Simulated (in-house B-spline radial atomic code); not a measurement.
The numbers below are computed, except where a source is named.
## Hg III (Hg2+) at several levels of theory

Ground configuration [Xe] 4f14 5d10. All numbers come from a B-spline radial code for spherical atoms, all electrons, at the radial basis limit. Mean-field, RPA, GW and linear-response runs are scalar-relativistic (one-electron X2C), no spin-orbit coupling, without Breit or QED terms, open shells spin-polarised at highest spin; the many-body runs on Dirac-Hartree-Fock orbitals are four-component, and their energies hold both.

Without the two-electron picture change, the correlation of inner shells comes somewhat too large for so heavy an element.

**Ionisation energy.** The reference is 34.49 ± 0.05 eV (NIST, measured). It runs between the lowest fine-structure levels, while the runs without spin-orbit coupling give shell averages, so part of their difference is this splitting, and a close match can be a cancellation.

| method | value (eV) | minus reference (eV) |
| --- | --- | --- |
| minus the highest LDA VWN5 level | 29.04 | -5.45 |
| minus the highest PBE level | 28.74 | -5.75 |
| minus the highest r2SCAN level | 29.01 | -5.48 |
| minus the highest PBE0 level | 30.63 | -3.86 |
| G0W0 on PBE0 | 35.52 | +1.03 |
| minus the highest B3LYP (VWN-RPA) level | 30.31 | -4.18 |
| minus the highest CAM-B3LYP level | 32.12 | -2.37 |
| minus the highest LC-wPBE level | 33.37 | -1.12 |
| minus the highest Hartree-Fock level | 35.22 | +0.73 |
| G0W0 on Hartree-Fock | 35.60 | +1.11 |
| Dirac-Fock + self-energy with TDHF screening (5d5/2) | 34.34 | -0.15 |

Q: Which methods come closest, and which lies farthest off?

A: Closest: Dirac-Fock + self-energy with TDHF screening (5d5/2) (-0.15 eV) and minus the highest Hartree-Fock level (+0.73 eV). Farthest: minus the highest PBE level (-5.75 eV). The TDHF-screened form was chosen among four for its agreement on 13 closed-shell atoms.

**Static dipole polarisability and C6** of two like species, by linear response (no reference value is at hand):

| method | α (bohr³) | C6 (hartree·bohr⁶) |
| --- | --- | --- |
| LDA VWN5 | 8.211 | 54.19 |
| PBE | 8.227 | 54.31 |
| PBE0 | 7.913 | 52 |
| B3LYP (VWN-RPA) | 8.045 | 52.91 |
| CAM-B3LYP | 8.005 | 52.59 |
| LC-wPBE | 7.967 | 52.46 |
| TDHF | 7.329 | 47.63 |
| relativistic RPA (four-component TDHF) | 7.376 | 47.98 |

Q: What mean excitation energy do α and C6 imply in London's formula C6 = (3/4) α² ω?

A: LDA VWN5: ω = 1.072 hartree; relativistic RPA (four-component TDHF): ω = 1.176 hartree. A method that puts the excitations lower gives a larger α and a smaller ω.

Run times on one thread of shared hosts: mean field, RPA, SOSEX and G0W0 on PBE, 7.6 s (Arm Neoverse N1); TDDFT with PBE, 11 s (Arm Neoverse N1); removal energies by the self-energy, 210 s (Intel Xeon Platinum 8488C).
